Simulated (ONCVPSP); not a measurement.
# Configuration tests for Br (Z = 35) (ONCV)

* Element: bromine
* Generator: ONCVPSP 4.0.1
* Type: optimised norm-conserving Vanderbilt (ONCV)
* Functional: PW91
* Relativity: scalar-relativistic
* Frozen core: [Ne]
* Valence charge: 25
* Reference configuration: 3s2 3p6 3d10 4s2 4p3 (charge +2)
* Partial waves: 3s+4s: rc 0.90 bohr, ncon 4, nbas 8, qcut 10.3 1/bohr, 2 projectors; 3p+4p: rc 1.00 bohr, ncon 3, nbas 7, qcut 13.3 1/bohr, 3 projectors, debl 3 Ha; 3d: rc 1.00 bohr, ncon 4, nbas 9, qcut 22.8 1/bohr, 2 projectors, debl 2.6 Ha
* Local potential: polynomial inside 0.80 bohr (lpopt 2, dvloc0 2 Ha)
* Core correction: Teter function, fcfact 2.75, rcfact 1.65

In the d channel the program set the typed energies aside and used -3.341, 0.250 Ha.

Energies are relative to the spin-unpolarised reference configuration 3s2 3p6 3d10 4s2 4p3; without spin polarisation the order of configurations can differ from experiment.

```json
{"valence configuration": "3s2 3p6 3d10 4s2 4p2", "charge": "+3", "ΔE all-electron (eV)": "34.074", "error AE − PS (meV)": "-5.8"}
{"valence configuration": "3s2 3p6 3d10 4s2 4p4.5", "charge": "+0.5", "ΔE all-electron (eV)": "-30.341", "error AE − PS (meV)": "+5.2"}
```

(1) What are ΔE and the potential's error for 3s2 3p6 3d10 4s2 4p5?

(2) What are ΔE and the potential's error for 3s2 3p6 3d10 4s2 4p4?

Results:

(1) ΔE = -35.443 eV all-electron; the error (AE − PS) is +6.1 meV.

(2) ΔE = -22.832 eV all-electron; the error (AE − PS) is +3.9 meV.
